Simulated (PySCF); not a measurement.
# Magnetisability: C4H10AlNSi

Geometry (Å), atoms numbered from 1 in this order:
```xyz
17

C    -0.868    0.256    0.922
C    -1.674   -0.243   -0.195
C    -1.569    0.279   -1.432
Al    0.624   -0.365   -2.218
N     1.117   -0.224   -0.482
C     0.630   -0.109    0.660
Si    1.779   -0.309    2.177
H    -1.167   -0.159    1.883
H    -0.862    1.346    0.984
H    -2.155   -1.202   -0.058
H    -2.136   -0.131   -2.258
H    -1.217    1.295   -1.570
H     0.470   -1.791   -2.803
H     0.878    0.778   -3.232
H     2.811    0.721    2.084
H     0.982   -0.125    3.395
H     2.349   -1.652    2.134
```

Level of theory: GIAO KT3/pcSseg-1 magnetisability, rotational g tensor and spin-rotation constants, non-relativistic, gas phase in PySCF 2.14.0. Geometry: GFN2-xTB.

The bonding changed while the geometry was optimised; results refer to the coordinates, not to the name.

**Question.** How diamagnetic is it, and how anisotropic?

**Answer.** Isotropic -1179 × 10⁻³⁰ J/T², or -71.0 × 10⁻⁶ cm³/mol; principal values -1527, -1140, -870 × 10⁻³⁰ J/T², anisotropy 572 × 10⁻³⁰ J/T² (root of half the summed squared differences of the principal values). The susceptibility is in cgs units.

**Question.** Split it along the inertial axes a, b, c into diamagnetic and paramagnetic parts about the centre of mass, with the quadrupole moment.

**Answer.** 
| axis | χ (10⁻⁶ cm³/mol) | diamagnetic (10⁻⁶ cm³/mol) | paramagnetic (10⁻⁶ cm³/mol) | summed x² of all electrons (Å²) | quadrupole Θ (D Å) |
| --- | --- | --- | --- | --- | --- |
| a | -59.6 | -543.3 | 483.7 | 246.7 | +0.81 |
| b | -62.2 | -1155.6 | 1093.4 | 102.4 | -1.10 |
| c | -91.2 | -1480.9 | 1389.6 | 25.7 | +0.29 |

Anisotropies 2χaa − χbb − χcc = +34.2 and 2χbb − χaa − χcc = +26.4 × 10⁻⁶ cm³/mol. Θ is traceless in Buckingham's convention.

**Question.** And the rotational g tensor?

**Answer.** 
```tsv
axis	rotational constant (GHz)	g	nuclear part	electronic part
a	2.9232	-0.0651	0.5992	-0.6642
b	1.1774	-0.0241	0.5806	-0.6048
c	0.8825	-0.0064	0.5697	-0.5761
```
Asymmetric top; isotopes 27Al, 12C, 1H, 14N, 28Si; no vibrational averaging.
